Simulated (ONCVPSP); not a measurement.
## Ge (Z = 32): one change to an ONCV potential, before and after

| Property | Result |
| --- | --- |
| Element | germanium |
| Generator | ONCVPSP 4.0.1 |
| Type | optimised norm-conserving Vanderbilt (ONCV) |
| Functional | PBEsol |
| Relativity | scalar-relativistic |
| Frozen core | [Ar] 3d10 |
| Valence charge | 4 |
| Reference configuration | 4s2 4p1.5 (charge +0.5) |
| Partial waves | 4s: rc 1.50 bohr, ncon 5, nbas 9, qcut 4.7 1/bohr, 2 projectors, debl 3.8 Ha; 4p: rc 2.30 bohr, ncon 4, nbas 9, qcut 3.4 1/bohr, 2 projectors, debl 3.5 Ha |
| Local potential | polynomial inside 1.10 bohr (lpopt 5, dvloc0 0 Ha) |
| Core correction | Teter function, fcfact 2.25, rcfact 1.2 |

Change: core correction Teter function, fcfact 4.5, rcfact 1.2.

Cutoffs: the cutoffs (Ha) at which the residual kinetic energy of the hardest occupied pseudo-wave falls to 1 and 0.1 mHa per electron; they do not see the model core or the augmentation charge, which bear on the density cutoff. Errors are all-electron minus pseudo energies relative to the spin-unpolarised reference configuration.

**Question.** Predict the effect on cutoff, ghosts and configuration errors.

**Answer.** The potential gets neither clearly harder nor softer (29 Ha and 94 Ha → 29 Ha and 94 Ha); both files keep a bound ghost (s); of the 3 tests that both files solve, the error grows in 0 and shrinks in 2 by more than 15 % and 0.3 meV (median size 2.6 → 2.1 meV). A model core, the more so a compact one, raises the density cutoff, which this test does not measure.

```tsv
quantity	base	changed
cutoff, loose	29 Ha	29 Ha
cutoff, tight	94 Ha	94 Ha
bound ghosts	s	s
GHOST(+) flags under 300 eV	p at 140.2 eV	p at 140.2 eV
tests with a reliable result	3 of 4	3 of 4
error for 4s2 4p2, meV [ΔE -2.80 eV]	-0.4	-0.1
error for 4s2 4p1, meV [ΔE 4.65 eV]	-2.6	-2.1
error for 4s2 4p0, meV [ΔE 20.10 eV]	-32	-28
s: phases at 1.52 bohr within 0.05 rad from the reference energy up to (Ha; the scan ends near 5)	to the end of the scan	to the end of the scan
p: phases at 2.34 bohr within 0.05 rad from the reference energy up to (Ha; the scan ends near 5)	4.9	4.9
rms error of d²Exc/dni dnj with the model core, mHa	3.26	1.94
```

 A true bound ghost makes a file unfit for plane-wave use even where its test errors are small: the radial tests pick states by their node count and pass the ghost by.
